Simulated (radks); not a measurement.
Task: Neutral barium, [Xe] 6s2. Method: non-relativistic Kohn-Sham, PBE, spin-polarised, spherical densities, point nucleus; computed with a radial shooting solver on a logarithmic mesh with Libxc functionals. Every spin shell is full or empty, so the densities are truly spherical. Functionals are evaluated on that one density, not self-consistently. Rank these orbital-free kinetic functionals by their error against the exact value of the orbitals, and give that value: Thomas-Fermi, TF + vW, TF + vW/9, TF + vW/5, Perdew 92, Pearson, LKT, PG1, Ernzerhof.

Result: Exact: 7883.04 hartree. From best to worst, with 100 (|E| - |E exact|)/|E exact| (equal figures are ties): Ernzerhof -0.44, Perdew 92 -0.69, TF + vW/9 -0.70, Pearson -0.92, TF + vW/5 +2.86, Thomas-Fermi -5.15, PG1 +14.37, LKT +18.34, TF + vW +34.90.
